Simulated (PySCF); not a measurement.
**Shifts of the heteroatoms**

Geometry:
```tsv
atom	x (Å)	y (Å)	z (Å)
C1	-0.178	1.613	-0.375
C2	0.010	0.161	-0.819
C3	1.413	-0.303	-0.512
F4	2.301	-0.116	-1.506
C5	1.842	-0.826	0.630
F6	1.058	-1.033	1.680
F7	3.082	-1.204	0.888
C8	-0.994	-0.792	-0.233
F9	-0.825	-2.056	-0.683
C10	-1.999	-0.610	0.610
F11	-2.311	0.571	1.147
H12	-1.162	1.971	-0.665
H13	0.573	2.238	-0.851
H14	-0.078	1.702	0.703
H15	-0.089	0.103	-1.912
H16	-2.651	-1.410	0.929
```

Level of theory: shieldings: GIAO PBE0/pcSseg-1, coordinates at the GFN2-xTB level, in PySCF 2.14.0 with density-fitted response routines (single conformer, relativity neglected, equivalent nuclei averaged, no solvent).

Question: Where does 19F resonate?

Answer: 
```tsv
atoms	environment	σ (ppm)	δ (ppm)
F7	vinylic fluorine	273.6	-100.9
F6	vinylic fluorine	292.3	-117.7
F9	vinylic fluorine	335.3	-156.6
F4	vinylic fluorine	356.6	-175.8
F11	vinylic fluorine	360.3	-179.2
```

Shieldings were converted by a linear fit to measured shifts: 19F (scatter 6.0 ppm rms, 7.0 ppm with the 5 outliers that the fit left out vs CFCl3, solution or neat liquid, with a term for F on sp3 carbon). Occasional misses reach two or three times the rms, and more in compound classes unlike the fitted ones.

On a 500 MHz spectrometer 19F resonates near 470.5 MHz, so 1 ppm is 470.5 Hz.
